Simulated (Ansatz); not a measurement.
Harmonic frequencies (cm⁻¹) at PBE0-D4/def2-TZVP from Ansatz: 146, 191, 321, 334, 483, 589, 622, 740, 770, 922, 955, 1205, 1390, 1667, 1986, 2002, 3158, 3260.

Which molecule is it?
A. `O/C=[CH]\[AlH2]`
B. `C=[CH][GaH][F]`
C. `NBC(F)F`
D. `C=[C](F)[GaH2]`

D.
